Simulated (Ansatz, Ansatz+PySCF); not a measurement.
| atom | x (Å) | y (Å) | z (Å) |
| --- | --- | --- | --- |
| C | 0.0000 | 0.4860 | -0.3262 |
| H | 0.0000 | 1.4932 | 0.1969 |
| O | 0.0000 | -0.5511 | 0.2200 |

Basis set: def2-SVP (spherical functions). Left uncorrelated: 2 orbitals. Correlation on ROHF uses semicanonical orbitals with singles. Charge 0, multiplicity 2.

Computed with Ansatz (development build ahead of 0.2.0); each method stands on the lowest determinant of its kind that the runs found. Restricted functionals stand beside restricted open-shell atoms, which can lie above the unrestricted atoms usual in DFT and then raise those values.

Give the atomization energy at this shape (free ground-state atoms in the same class of orbitals less the molecule, no zero-point energy) of doublet CHO by ωB97X (unrestricted), ωB97X (restricted open-shell), r²SCAN (unrestricted), r²SCAN (restricted open-shell), PBE (unrestricted), PBE (restricted open-shell), PBE0 (unrestricted), PBE0 (restricted open-shell), ROHF-CCSD(T), ROHF-MP2, UHF-MP2, UHF, ROHF.

```
                        method  atomization energy
          ωB97X (unrestricted)     280.70 kcal/mol
 ωB97X (restricted open-shell)     283.19 kcal/mol
         r²SCAN (unrestricted)     284.54 kcal/mol
r²SCAN (restricted open-shell)     287.26 kcal/mol
            PBE (unrestricted)     298.47 kcal/mol
   PBE (restricted open-shell)     299.87 kcal/mol
           PBE0 (unrestricted)     283.25 kcal/mol
  PBE0 (restricted open-shell)     284.79 kcal/mol
                  ROHF-CCSD(T)     265.45 kcal/mol
                      ROHF-MP2     275.75 kcal/mol
                       UHF-MP2     274.58 kcal/mol
                           UHF     184.73 kcal/mol
                          ROHF     187.38 kcal/mol
```
